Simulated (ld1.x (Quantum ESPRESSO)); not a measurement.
**Transferability test, TM potential for lanthanum (La)**

```json
{
  "Element": "La",
  "Generator": "ld1.x (Quantum ESPRESSO) 7.5",
  "Type": "norm-conserving Troullier–Martins (Kleinman–Bylander form)",
  "Functional": "PBEsol",
  "Relativity": "scalar-relativistic",
  "Frozen core": "[Kr] 4d10",
  "Valence charge": "11",
  "Reference configuration": "4f0 5s2 5p6 5d1 6s0 6p0 (charge +2)",
  "Partial waves": "5p (bound): rc 1.90 bohr; 5d (bound): rc 3.55 bohr; 4f (bound, empty): rc 1.10 bohr; 5s (bound): rc 2.55 bohr",
  "Local potential": "the s channel",
  "Core correction": "Bessel-smoothed model core inside 1.15 bohr"
}
```

Energies are relative to the spin-unpolarised reference configuration 4f0 5s2 5p6 5d1 6s0 6p0; without spin polarisation the order of configurations can differ from experiment.

```tsv
valence configuration	charge	ΔE all-electron (eV)	error AE − PS (meV)
4f0 5s2 5p6 5d1 6s2 6p0	0	-16.847	+2029
4f0 5s2 5p6 5d0 6s0 6p0	+3	18.908	+3.0
4f0 5s2 5p6 5d1 6s0 6p1	+1	-7.865	-8.1
4f0 5s2 5p6 5d2 6s1 6p0	0	-16.038	+921
4f0 5s2 5p6 5d1.5 6s1.5 6p0	0	-16.492	+1447
4f0 5s2 5p6 5d0 6s2 6p0	+1	-10.443	+3023
```

(1) What are ΔE and the potential's error for 4f0 5s2 5p6 5d1 6s1 6p0?

Levels in the configuration 4f0 5s2 5p6 5d2 6s1 6p0:

```tsv
level	all-electron (eV)	pseudo (eV)
5s	-37.363	-36.621
5p	-20.934	-20.317
5d	-2.157	-1.779
6s	-3.156	-3.777
```

Results:

(1) ΔE = -10.847 eV all-electron; the error (AE − PS) is +1401 meV.

These tests converged, but a pseudo level misses the all-electron one widely, so the file describes the atom poorly there or has found another state: 4f0 5s2 5p6 5d1 6s2 6p0: empty 4f by 2.1 eV; 4f0 5s2 5p6 5d0 6s0 6p0: empty 6s by 2.8 eV; 4f0 5s2 5p6 5d0 6s2 6p0: empty 4f by 2.9 eV.
